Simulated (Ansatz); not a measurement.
Born–Oppenheimer molecular dynamics of AsGeH₇ (9 atoms, charge 0, multiplicity 1). It starts at the highest image of a converged band. Of that band: The profile has 2 maxima (images 7, 9) with wells between them (image 8): this band takes more than one step, which may be the mechanism or a detour left from its start path. Neighbouring images differ by up to 2.5 eV, so the band resolves the path poorly. A vibrational analysis at the climbing image gives one clearly imaginary mode, 1233i cm⁻¹: a first-order saddle point.

Computed with Ansatz, RKS PBE0-D4/def2-SVP.

- ensemble: NVE (velocity Verlet)
- time step: 0.5 fs
- steps asked: 200
- starting velocities drawn for: 100 K
- seed: 11510

First frame:

```xyz
9
Properties=species:S:1:pos:R:3
Ge -0.860 0.938 -0.259
H -0.890 -0.918 -0.018
H -1.879 0.784 -1.415
H -1.572 1.371 1.034
H 0.126 2.032 -0.712
H -0.303 -1.565 0.464
As 1.236 -0.698 0.715
H 2.768 -0.912 0.954
H 1.375 -1.032 -0.763
```

(1) How far do the bonds stretch over the last three quarters of this one trajectory? (Pairs bonded in most of those frames.)

Results:

(1) 
```csv
bond,mean (Å),spread (Å),shortest,longest
Ge1–H2,1.569,0.122,1.39,1.75
Ge1–H3,1.550,0.015,1.52,1.58
Ge1–H4,1.535,0.015,1.51,1.57
Ge1–H5,1.539,0.026,1.49,1.58
H6–As7,1.571,0.110,1.39,1.75
As7–H8,1.549,0.040,1.46,1.62
As7–H9,1.533,0.035,1.47,1.59
```

Mean temperature of the second half: 1744 K. The conserved energy stayed within 0.46 meV per atom of its start (net change -0.2 meV per atom), so the integration is sound. The system heated up, since it started high on the potential surface and ran downhill. A run of 0.1 ps of so small a system gives no equilibrium averages. The orbitals stay closed-shell, which can raise the energy where a bond breaks towards radicals; this wasn't checked here.

Run time: 8 min on 2 threads of Arm Neoverse V1, with other jobs on the host, peak memory 0.22 GiB.
